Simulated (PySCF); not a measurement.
Compound: C₄H₁₂GeO.
Numbering: `[CH3:1][CH2:2][CH2:3][O:4][GeH2:5][CH3:6]` (hydrogens: H7, H8, H9 on C1; H10, H11 on C2; H12, H13 on C3; H14, H15 on Ge5; H16, H17, H18 on C6)

Computed with PBE0-D3(BJ)/def2-SVP geometry optimisation, gas phase in PySCF.

Question: What internal coordinates does the optimisation give?

Answer: 
```json
{"bond": "C1–C2", "length (bohr)": "2.871", "order": "single"}
{"bond": "C2–C3", "length (bohr)": "2.867", "order": "single"}
{"bond": "C3–O4", "length (bohr)": "2.651", "order": "single"}
{"bond": "O4–Ge5", "length (bohr)": "3.376", "order": "single"}
{"bond": "Ge5–C6", "length (bohr)": "3.658", "order": "single"}
{"bond": "C1–H7, C1–H8, C1–H9", "length (bohr)": "2.080", "order": "single"}
{"bond": "C2–H10, C2–H11", "length (bohr)": "2.085", "order": "single"}
{"bond": "C3–H12, C3–H13", "length (bohr)": "2.098", "order": "single"}
{"bond": "Ge5–H14, Ge5–H15", "length (bohr)": "2.923", "order": "single"}
{"bond": "C6–H16, C6–H17, C6–H18", "length (bohr)": "2.077", "order": "single"}
```

Bonds in one row agree within 0.02 bohr and their mean is given. Orders are formal, as drawn. A selection of angles:
```json
{"angle": "C2–C1–H7", "degrees": "111.6"}
{"angle": "C2–C1–H9", "degrees": "110.3"}
{"angle": "H7–C1–H8", "degrees": "107.7"}
{"angle": "C1–C2–C3", "degrees": "113.1"}
{"angle": "C1–C2–H10", "degrees": "110.0"}
{"angle": "C1–C2–H11", "degrees": "110.6"}
{"angle": "C3–C2–H10", "degrees": "108.1"}
{"angle": "H10–C2–H11", "degrees": "106.6"}
{"angle": "C2–C3–O4", "degrees": "109.4"}
{"angle": "C2–C3–H12", "degrees": "109.3"}
{"angle": "O4–C3–H12", "degrees": "111.0"}
{"angle": "H12–C3–H13", "degrees": "106.6"}
{"angle": "C3–O4–Ge5", "degrees": "120.8"}
{"angle": "O4–Ge5–C6", "degrees": "105.0"}
{"angle": "O4–Ge5–H14", "degrees": "108.3"}
{"angle": "C6–Ge5–H14", "degrees": "112.6"}
{"angle": "H14–Ge5–H15", "degrees": "109.5"}
{"angle": "Ge5–C6–H16", "degrees": "110.6"}
{"angle": "Ge5–C6–H17", "degrees": "109.8"}
{"angle": "H16–C6–H17", "degrees": "108.9"}
```

Torsions: C1–C2–C3–O4 -60° (synclinal); C2–C3–O4–Ge5 178° (antiperiplanar); C3–O4–Ge5–C6 180° (antiperiplanar). The mirror-image conformer, all signs reversed, is as good.

Ge5 (germanium bonded to C, O and 2 H) is distorted tetrahedral (angles from 105.0° to 112.8°). Of the pairs four or more bonds apart, O4···H9 is among the closest relative to their van der Waals radii: 2.59 Å, 95 % of the sum of Bondi's values.

Point group: C1 (no symmetry element, even within 0.4 Å). PBE0-D3(BJ)/def2-SVP frequencies: not computed here. One conformer, not necessarily the lowest.
